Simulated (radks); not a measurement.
The numbers below are computed, except where a source is named.
Coulomb parameter of the 3d shell of the nickel ion Ni3+ in the model configuration [Ar] 3d6 4s1, as a second difference U = [E(n + 0.5) + E(n - 0.5) - 2 E(n)] / (0.5)^2 with all orbitals relaxed. "Bare": the charge of the atom changes with n. "Screened": the 4s shell takes up the change at fixed total charge, which measures U(3d,3d) + U(4s,4s) - 2 U(3d,4s). Level of theory: scalar-relativistic Kohn-Sham, LDA (Slater exchange, Perdew-Wang correlation), spin-unpolarised, spherical densities, finite nucleus; Fermi nuclear charge, rms radius 3.7757 fm (a radial shooting solver on a logarithmic mesh with Libxc functionals).

case,configuration,E - E(n) (eV)
start,[Ar] 3d6 4s1,0.000
bare +0.5,[Ar] 3d6.5 4s1,-25.058
bare -0.5,[Ar] 3d5.5 4s1,30.386
screened +0.5,[Ar] 3d6.5 4s0.5,-8.708
screened -0.5,[Ar] 3d5.5 4s1.5,10.084

U(bare) = 21.315 eV, U(screened by 4s) = 5.503 eV, against the Slater integral F0(3d,3d) = 29.395 eV with frozen orbitals.
